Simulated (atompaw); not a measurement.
## Building the PAW (atompaw) potential for Ag (PBE, scalar-relativistic).

| Property | Result |
| --- | --- |
| Element | Ag (Z = 47) |
| Generator | atompaw 4.2.0.5 |
| Type | PAW |
| Functional | PBE |
| Relativity | scalar-relativistic |
| Frozen core | [Kr] |
| Valence charge | 11 |
| Reference configuration | 4d10 5s1 5p0 |
| Partial waves | 5s (bound): rc 2.75 bohr; 5s channel at 0.05 Ry: rc 2.75 bohr; 5p (bound, empty): rc 2.75 bohr; 5p channel at 3.2 Ry: rc 2.75 bohr; 4d (bound): rc 2.75 bohr; 4d channel at 1.45 Ry: rc 1.70 bohr |
| Local potential | troulliermartins scheme with l = 3 at 0 Ry, radius 2.45 bohr |
| Core correction | smooth core density matched at 2.00 bohr |
| Augmentation charge | sinc compensation charge, radius 2.15 bohr; PAW radius 2.75 bohr; waves and projectors: custom rrkj gramschmidtortho |

All-electron outer shells of the reference configuration (PBE, scalar-relativistic, ld1.x):

| shell | level (eV) | outermost node (bohr) | outermost maximum (bohr) |
| --- | --- | --- | --- |
| 4s | -95.05 | 0.44 | 0.82 |
| 4p | -58.57 | 0.44 | 0.87 |
| 4d | -7.44 | 0.43 | 1.04 |
| 5s | -4.40 | 1.11 | 2.49 |
| 5p | -0.74 | 1.25 | 3.86 |

Calculated quality:

```
Cutoffs needed                                           : 15 Ry and 21 Ry (the cutoffs (Ry, on a coarse ladder) from which the occupation-weighted sum of valence levels, in a spherical-Bessel basis at the reference potential, stays within 10 and 1 mRy of its value at 400 Ry)
Ghost test                                               : ghost state, extra bound levels that the all-electron valence spectrum of the same l lacks: s at -4.0 eV; a true bound ghost makes a file unfit for plane-wave use (spherical-Bessel basis up to 400 Ry, 20 bohr box)
Lowest eigenvalue of the overlap operator                : 0.29 (s channel)
Overlap eigenvalues printed by atompaw (projector basis) : 0.0379, 0.0579, 1.24, 9.9, 18.9, 23.8
Share of each valence orbital outside the PAW sphere     : 5s 57 %, 5p 89 %, 4d 5 %
```

Generation and tests took about 3.2 s on one core of a shared server CPU.
